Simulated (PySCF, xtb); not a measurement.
C2H7FO2Sn, SMILES [Sn]([CH2]C)([OH])([F])[OH].

GFN2-xTB in xtb 6.7.1 at its own geometry gives an orbital gap of 3.83 eV and a dipole moment of 4.11 D.

Geometry: B3LYP-D3(BJ)/def2-SVP. The structure was generated by enumeration; whether it is a known compound was not checked. The def2 effective core potentials stand for the cores of Sn; spin–orbit coupling is left out. One conformer was computed; it need not be the lowest.

### Question
What does PySCF with ωB97X/def2-TZVP give? (Estimate from the structure and the level; the computed values follow.)

### Answer
gap 11.69 eV (levels -10.92 and 0.77 eV), dipole 1.96 D.
